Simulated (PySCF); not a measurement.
A structure optimised at B3LYP-D3(BJ)/def2-TZVPD, used in a PySCF frequency run:

```xyz
2

Au     0.0000     0.0000    -0.3991
Cl     0.0000     0.0000     1.8546
```

**Question.** Write its SMILES, formula and point group.

**Answer.** [Cl][Au], AuCl, C∞v

**Question.** What are its rotational constants (standard atomic weights)?

**Answer.** 3.3120 GHz (linear rotor, B only)
